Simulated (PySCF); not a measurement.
Results of a calculation; reference values are marked as such.
# CH10NOSi3

CH10NOSi3 is a small molecule (built as: Si site whose three back bonds go to NHSiH3, CH2SiH3, OH), neutral, doublet. The structure, one conformer, was relaxed in the gas phase by PBE0-D3(BJ)/def2-SVP. No frequency run checks that it is a minimum.

SMILES: O[Si](C[SiH3])N[SiH3]

```
atom   x (Å)   y (Å)   z (Å)
 Si1  -0.904  -0.728  -1.002
  N2   0.324  -1.623  -0.139
 Si3   2.032  -1.293   0.024
  C4  -0.430   1.099  -0.913
 Si5  -0.659   1.848   0.801
  O6  -2.394  -1.013  -0.301
  H7   0.046  -2.564   0.130
  H8   2.339  -0.374   1.165
  H9   2.741  -2.587   0.254
 H10   2.561  -0.646  -1.216
 H11  -1.061   1.657  -1.625
 H12   0.615   1.228  -1.245
 H13  -0.277   3.294   0.831
 H14  -2.096   1.740   1.209
 H15   0.158   1.111   1.811
 H16  -2.494  -0.803   0.635
```

EPR values by unrestricted B3LYP, IGLO-III on C N O Si, pcH-1 on H.

(1) Predict g and the largest hyperfine couplings. Where does the spin sit?

(2) How do the isotropic couplings move with BHandHLYP?

Results:

(1) g = 2.0012, 2.0021, 2.0025. The spin sits on Si1 (81 %, bonded to 1 C + 1 N + 1 O) by Mulliken populations.
| atom | isotope | isotropic (MHz) | dipolar, principal values (MHz) |
| --- | --- | --- | --- |
| Si1 | 29Si | -813.5 | -127.7, 63.6, 64.1 |
| O6 | 17O | -104.3 | -7.0, 3.1, 3.9 |
| C4 | 13C | 76.9 | -8.5, -7.9, 16.4 |
| H16 | 1H | 51.7 | -3.2, -2.0, 5.2 |
| Si5 | 29Si | -23.1 | -7.8, 3.6, 4.2 |
| N2 | 14N | 18.1 | -5.2, -4.7, 9.9 |

(2) Si1 -813.5 to -846.1 MHz, O6 -104.3 to -99.4 MHz, C4 76.9 to 76.8 MHz, H16 51.7 to 50.4 MHz.
